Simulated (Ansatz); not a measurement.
`[OH][GeH2][SnH3]` + H₂ → `[GeH3][SnH3]` + H₂O at 500 K and 1 bar (hydrogenolysis of a Ge–O bond).

Isolated molecules relaxed with PBE0-D4/def2-TZVP in Ansatz; ΔE leaves out vibrations. CCSD(T)/CBS is the MP2 limit (def2-TZVPP, def2-QZVPP) plus CCSD(T) − MP2 in def2-TZVPP, frozen cores. This one scheme is used for every species. def2 core potentials past Kr. For Ge, Sn outer-core shells are correlated without core-valence functions, which leaves a few kJ/mol of doubt a bond. Scalar relativity is left out up to krypton. Each species was taken in one conformer, which may not be the lowest.

```
           species  CCSD(T)/CBS energy (Eh)  H − E (kJ/mol)  S (J/(mol·K))
`[OH][GeH2][SnH3]`              -2368.92338           176.8          427.0
                H₂                 -1.17544            41.0          145.5
    `[GeH3][SnH3]`              -2293.72326           152.3          373.4
               H₂O                -76.37941            73.2          206.3
```

H − E and S are ideal-gas, rigid-rotor, harmonic terms from PBE0-D4/def2-TZVP, for one conformer and one mirror image of each species. For small species the MP2-based limit differs from directly extrapolated CCSD(T) by up to some mEh (0.8 for H₂); such offsets cancel only in part. 1 Eh = 2625.50 kJ/mol, R = 8.31446 J/(mol·K).

Task: By hand: ΔE, ΔH, ΔS and ΔG.

Result: ΔE = (-2293.72326) + (-76.37941) − (-2368.92338) − (-1.17544) = -0.00385 Eh = -10.1 kJ/mol. Δ(H − E) = 152.3 + 73.2 − 176.8 − 41.0 = 7.7, so ΔH = -2.4 kJ/mol. ΔS = 373.4 + 206.3 − 427.0 − 145.5 = 7.2 J/(mol·K). ΔG = -2.4 − 500 × (7.2)/1000 = -6.0 kJ/mol.

Task: By hand: the equilibrium constant, and the temperature at which ΔG would vanish if ΔH and ΔS stayed fixed.

Result: log₁₀ K = −ΔG/(RT ln 10) = 0.6. ΔH and −TΔS have one sign here, so there is no such temperature.

TΔS isn't small against ΔH here. A doubt of 5 kJ/mol in ΔE shifts log₁₀ K by 0.5 here. Other conformers and mirror images would add mixing entropy, several J/(mol·K) or more a flexible species. Modes under 60 cm⁻¹, often nearly free rotors, make the harmonic entropy too high. These are equilibria of isolated gas molecules and say nothing of rates. Largest T1 diagnostic: 0.013 (customary marks: 0.02 for closed shells, 0.045 for open ones).

ΔS is within the doubt of such terms, so its sign, and with it that verdict, could turn.
